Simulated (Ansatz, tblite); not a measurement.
Cost and result up the ladder for the cluster CaI₂⁺ (the lowest doublet isomer of a short search) (3 atoms). Total charge 1; doublet. Geometry: r2SCAN-D4/def2-TZVP.

```tsv
atom	x (Å)	y (Å)	z (Å)
Ca1	0.256	0.312	-1.484
I2	0.499	1.342	1.166
I3	-0.755	-1.655	0.319
```

Ansatz on 4 threads of Arm Neoverse V1 on a shared host; xTB runs through tblite on one thread. Times are rough, summed over both states, and most runs start from the orbitals of an earlier one. CCSD(T)/def2-TZVPP serves as the yardstick here, not as an exact answer. The other state is a quartet at its own geometry, which has other bonds, so the gap mixes isomer and spin.

In the def2 sets I takes a core potential; there is no spin–orbit coupling. The xTB rows come from tblite. LC-ωPBE has ω = 0.4 bohr⁻¹. Correlated methods freeze 13 core orbitals; core or outer-core shells of Ca, I are correlated, in sets that lack core-valence functions. In CCSD on the charge 1 quartet the largest single amplitude is 0.24, so its Hartree–Fock determinant may place the open shell otherwise than the density functionals do. In the quartet, I2 and I3 lie 3.06 Å apart (atoms count from 1), so these atoms are partly bonded to each other. The structure comes from a short search, and lower isomers may exist.

Correlated methods converge slowly with the basis.

xTB has no spin-polarisation term.

```
                          level  functions  wall time  quartet − doublet (eV)  difference from CCSD(T)/def2-TZVPP (eV)
                       GFN1-xTB         27    0.006 s                    3.55                                     0.42
                       GFN2-xTB         27    0.007 s                    2.46                                    -0.67
               PBE-D4/def2-TZVP        136      4.5 s                    3.11                                    -0.02
                  MP2/def2-TZVP        136      6.3 s                    3.41                                     0.28
PBE0-D4/def2-TZVP (with forces)        136      8.3 s                    3.27                                     0.14
              RPA@PBE/def2-TZVP        136      8.7 s                    2.55                                    -0.58
         CAM-B3LYP-D4/def2-TZVP        136       11 s                    3.31                                     0.18
            r2SCAN-D4/def2-TZVP        136       11 s                    3.31                                     0.18
           r2SCANh-D4/def2-TZVP        136       14 s                    3.33                                     0.20
              LC-ωPBE/def2-TZVP        136       15 s                    3.57                                     0.44
               B97M-V/def2-TZVP        136       19 s                    3.19                                     0.06
              ωB97X-V/def2-TZVP        136       38 s                    3.60                                     0.47
             CCSD(T)/def2-TZVPP        136       87 s                    3.13                                     0.00
```
